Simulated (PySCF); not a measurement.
The vertical singlet excitations below were computed for one of the candidates. Level of theory: PySCF 2.14.0, density-fitted response routines, TDDFT CAM-B3LYP/def2-SVPD, vertical, gas phase, core orbitals frozen in the response. Geometries: GFN2-xTB, one conformer each.

```json
{"state": "S1", "ν̃ (cm⁻¹)": "38030", "f": "0.0058", "main configurations (H = HOMO, L = LUMO)": "H-1→L (57%), H→L+1 (36%)"}
{"state": "S2", "ν̃ (cm⁻¹)": "40930", "f": "0.103", "main configurations (H = HOMO, L = LUMO)": "H→L (82%), H-1→L+1 (9%)"}
{"state": "S3", "ν̃ (cm⁻¹)": "43320", "f": "0.018", "main configurations (H = HOMO, L = LUMO)": "H-2→L (98%)"}
{"state": "S4", "ν̃ (cm⁻¹)": "47860", "f": "0.322", "main configurations (H = HOMO, L = LUMO)": "H→L+1 (55%), H-1→L (35%)"}
{"state": "S5", "ν̃ (cm⁻¹)": "49220", "f": "0.0002", "main configurations (H = HOMO, L = LUMO)": "H-2→L+1 (96%)"}
{"state": "S6", "ν̃ (cm⁻¹)": "51540", "f": "0.372", "main configurations (H = HOMO, L = LUMO)": "H-1→L+1 (87%), H→L (9%)"}
{"state": "S7", "ν̃ (cm⁻¹)": "53880", "f": "0.0009", "main configurations (H = HOMO, L = LUMO)": "H-3→L (57%), H→L+4 (17%), H→L+3 (10%)"}
{"state": "S8", "ν̃ (cm⁻¹)": "54440", "f": "0.0000", "main configurations (H = HOMO, L = LUMO)": "H-3→L (39%), H→L+4 (27%), H→L+3 (13%)"}
```

Question: Which structure fits?
A. `CC[C@@H](C)/P=C\F`
B. `CN(C)C/P=C/F`
C. `CC1=PC(F)=CC=C1`
D. `FC(/P=C\C)(F)F`

Answer: C. Its S1 lies at 4.72 eV; the nearest of the others has S1 at 4.97 eV. S1 is HOMO-1→LUMO (57%), HOMO→LUMO+1 (36%). Löwdin shares by element: HOMO carbon 45% or more, phosphorus 32% (atoms not listed hold the other 23%); LUMO carbon 46% or more, phosphorus 33% (atoms not listed hold the other 20%). At the same level the other candidates give, for their lowest levels:
- `CC[C@@H](C)/P=C\F`: 5.00 eV (f 0.009); 5.56 eV (f 0.206); 6.10 eV (f 0.002); 6.50 eV (f 0.008); 6.97 eV (f 0.055); T1 2.80 eV; HOMO -8.44, LUMO -0.28 eV
- `CN(C)C/P=C/F`: 3.86 eV (f 0.003); 5.39 eV (f 0.174); 5.71 eV (f 0.013); 5.89 eV (f 0.029); 6.32 eV (f 0.007); T1 2.70 eV; HOMO -7.54, LUMO -0.44 eV
- `C/C=P\C(F)(F)F`: 4.97 eV (f 0.007); 5.48 eV (f 0.265); 6.45 eV (f 0.000); 6.70 eV (f 0.000); 7.29 eV (f 0.028); T1 2.76 eV; HOMO -9.11, LUMO -1.01 eV
Triplets come from the Tamm–Dancoff approximation.
